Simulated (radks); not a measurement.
Spin polarisation of the 4p4 shell in Rb3+. Start: [Ar] 3d10 4s2 4p(up 2, down 2); electrons of 4p are moved from spin down to spin up, other shells keep equal spins. Calculated with a radial shooting solver on a logarithmic mesh with Libxc functionals: scalar-relativistic Kohn-Sham, LDA (Slater exchange, Perdew-Wang correlation), spin-polarised, spherical densities, point nucleus.

moment (Bohr magnetons)  E - E(0) (eV)  e(4p up) (eV)  e(4p down) (eV)  4s down minus up (eV)
0                                0.000        -46.934          -46.934                  0.000
0.5                             -0.059        -47.164          -46.689                  0.490
1                               -0.238        -47.381          -46.427                  0.982
1.5                             -0.537        -47.585          -46.147                  1.480
2                               -0.958        -47.776          -45.846                  1.984

At moment 2 the spin-polarisation energy is -0.958 eV and the 4p exchange splitting 1.930 eV, that is 0.965 eV per Bohr magneton; E = -I m^2/4 would give I = 0.958 eV.
